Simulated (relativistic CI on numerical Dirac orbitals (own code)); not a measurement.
**Ligand-field terms of d5**

Computed with a parametric ligand-field model of a d^n configuration (Racah B and C, spin-orbit zeta, crystal field), exact diagonalisation.

Field parameters in Wybourne normalisation: D3d B²₀ = −7Dσ, B⁴₀ = −14Dq − 21Dτ, B⁴₃ = −14√(10/7) Dq; Oh B⁴₀ = 21Dq, B⁴₄ = √(5/14) B⁴₀; Td as Oh with Dq negative (B⁴₀ = 21Dq, B⁴₄ = √(5/14) B⁴₀). The field is a parameter set, without covalency.

Question: Ground term and bands for B = 980, C = 4510, ζ = 0 cm⁻¹, Td, 10Dq = -8600 cm⁻¹?

Answer: Ground term 6A1 with 2.00 electrons in the two orbitals of the cubic e set. Spin-allowed: none. Lowest spin-forbidden: 4T1 26732 cm⁻¹ (374 nm), 4T2 30558 cm⁻¹ (327 nm), 4A1+E 32350 cm⁻¹ (309 nm). A high-spin d5 ion has no spin-allowed d-d band, hence its pale colour.

Question: Ground term and bands for B = 1000, C = 3550, ζ = 0 cm⁻¹, Td, 10Dq = -3100 cm⁻¹?

Answer: Ground term 6A1 with 2.00 electrons in the two orbitals of the cubic e set. Spin-allowed: none. Lowest spin-forbidden: 4T1 26277 cm⁻¹ (381 nm), 4T2 27528 cm⁻¹ (363 nm), 4A1+E 27750 cm⁻¹ (360 nm). A high-spin d5 ion has no spin-allowed d-d band, hence its pale colour.

Question: Ground term and bands for B = 890, C = 4330, ζ = 0 cm⁻¹, D3d, 10Dq = 26800, Dσ = 1200, Dτ = -130 cm⁻¹?

Answer: Ground term 6A1 with 2.00 electrons in the two orbitals of the cubic e set. Spin-allowed: none. Lowest spin-forbidden: 2E 504 cm⁻¹, 2A1 1397 cm⁻¹, 4E 7313 cm⁻¹ (1367 nm). A high-spin d5 ion has no spin-allowed d-d band, hence its pale colour.

Question: A d5 ion in Oh symmetry has the ground term 2T2 and bands at 4T1 24131 cm⁻¹ (414 nm), 4T2 27017 cm⁻¹ (370 nm), 2A2 29599 cm⁻¹ (338 nm), 2T1 29732 cm⁻¹ (336 nm), 2T2 30892 cm⁻¹ (324 nm), 2E 31703 cm⁻¹ (315 nm), 6A1 42964 cm⁻¹ (233 nm). Which parameters reproduce them?

Answer: B = 370, C = 1570, ζ = 0 cm⁻¹, Oh, 10Dq = 31850 cm⁻¹.

Question: A d5 ion in Oh symmetry has the ground term 2T2 and bands at 6A1 2491 cm⁻¹, 4T1 5756 cm⁻¹ (1737 nm), 4T2 9849 cm⁻¹ (1015 nm), 2A2 14727 cm⁻¹ (679 nm), 2T1 14918 cm⁻¹ (670 nm), 2T2 16314 cm⁻¹ (613 nm), 2E 17696 cm⁻¹ (565 nm). Which parameters reproduce them?

Answer: B = 570, C = 2600, ζ = 0 cm⁻¹, Oh, 10Dq = 17650 cm⁻¹.
